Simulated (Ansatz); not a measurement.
Mulliken charges of H₄SeSiTe (`[SeH][SiH2][TeH]`) from ωB97M-V/def2-TZVPP in Ansatz (PBE0-D4/def2-TZVP geometry).

```
atom   x (Å)   y (Å)   z (Å)  charge (e)
 Se1  -1.635  -0.820  -0.637      -0.163
 Si2   0.022   0.520   0.168       0.136
 Te3   1.485  -0.847   1.640      -0.051
  H4  -2.036   0.154  -1.665       0.072
  H5   0.769   1.122  -0.963       0.000
  H6  -0.493   1.598   1.050      -0.005
  H7   1.950  -1.795   0.362       0.011
```

**Question.** By hand: the dipole of these point charges (1 e Å = 4.8032 D).

**Answer.** Σ q r = (0.071, 0.231, -0.078) e Å, of length 0.254 e Å = 1.22 D.

**Question.** How does the dipole of the full density compare? (Best estimate.)

**Answer.** The calculation gave: (0.034, 0.157, -0.107) e Å, 0.93 D; the point charges give 1.31 times that, at 16° from its direction.

Point charges leave out the atoms' own dipoles, such as those of lone pairs, and Mulliken's split depends on the basis, so the two needn't agree.
